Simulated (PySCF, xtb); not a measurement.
oxetane-3-carbonitrile (C₄H₅NO), SMILES O1CC(C#N)C1.

GFN2-xTB run with xtb 6.7.1 at its own geometry gives an orbital gap of 5.16 eV and a dipole moment of 2.75 D.

The structure is a stationary point at TPSSh-D3(BJ)/def2-SVP.

**Question.** What does PBE/def2-TZVP run with PySCF give? (The exact figures need the calculation; the answer reports its results.)

**Answer.** gap 5.45 eV (levels -6.40 and -0.95 eV), dipole 2.79 D.
